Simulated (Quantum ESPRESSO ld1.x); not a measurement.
Q: These are the eigenvalues of the occupied orbitals of an atom or ion with whole-number occupations (eV). Calculated with ld1.x of Quantum ESPRESSO 7.5: Dirac Kohn-Sham, PW91, spin-unpolarised, spherical densities, point nucleus.

1s1/2: -118.044
2s1/2: -13.727

Which element is it, and in what charge state? The configuration may be excited. Open shells, if any, fill j = l - 1/2 first.

A: Z = 4, beryllium, charge +1: Be+ in [He] 2s1. The 1s level, -4.338 hartree, gives Z - s = 2.9 by -(Z - s)^2/2, which with screening and relativity narrows Z to a few neighbours, and the depths must fix Z and the occupations together.
